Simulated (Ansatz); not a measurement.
Consider the hydrogenolysis of a C–Si bond: `O[SiH2]CBS` + H₂ → `CBS` + silanol.

Isolated molecules relaxed with PBE0-D4/def2-TZVP in Ansatz; ΔE leaves out vibrations. CCSD(T)/CBS adds triple-zeta CCSD(T) − MP2 to the extrapolated MP2 energy (def2 sets, frozen cores). This one scheme is used for every species. One conformer a species, not always the lowest.

`O[SiH2]CBS`:

```xyz
12

O    -1.323    1.208    1.467
Si   -0.868    1.225   -0.116
C    -0.456   -0.494   -0.762
B     0.717   -1.107    0.033
S     2.376   -1.031   -0.626
H    -0.676    0.938    2.120
H     0.314    2.106   -0.329
H    -2.038    1.768   -0.848
H    -0.256   -0.367   -1.832
H    -1.377   -1.073   -0.634
H     0.562   -1.585    1.118
H     3.026   -1.589    0.407
```

H₂:

Z-matrix (Å, degrees):
```
H
H 1 0.746
```

`CBS`:

```xyz
8

C     0.018    0.311   -1.056
B    -0.253   -0.035    0.438
S     1.022   -0.814    1.410
H    -0.131    1.385   -1.217
H    -0.729   -0.182   -1.688
H     1.011    0.043   -1.422
H    -1.300    0.207    0.961
H     0.362   -0.914    2.576
```

`O[SiH3]`:

```xyz
6

O     0.760    0.960    0.379
Si   -0.265   -0.174   -0.236
H     1.253    0.736    1.168
H     0.458   -1.418   -0.620
H    -0.880    0.441   -1.434
H    -1.325   -0.545    0.743
```

```tsv
species	SCS-MP2/def2-TZVPP energy (Eh)
`O[SiH2]CBS`	-828.94951
H₂	-1.17094
`CBS`	-463.53004
`O[SiH3]`	-366.59311
```

**Question.** Work out ΔE.

**Answer.** ΔE = (-463.53004) + (-366.59311) − (-828.94951) − (-1.17094) = -0.00270 Eh = -7.1 kJ/mol. CCSD(T)/CBS gives -2.9 kJ/mol.

Largest T1 diagnostic among the species: 0.013.

The D4 term adds +14.0 kJ/mol with B3LYP and +7.9 kJ/mol with PBE0; it sums over pairs of atoms, weighted by their polarisabilities, and B3LYP, whose exchange is more repulsive, gets the larger term. In def2-TZVPP, CCSD(T) changes the Hartree–Fock value by +30.0 kJ/mol (the triples alone add +5.8 kJ/mol) and MP2 by +36.7 kJ/mol.

B3LYP here is the variant with VWN-RPA as its local correlation; programs differ in this.
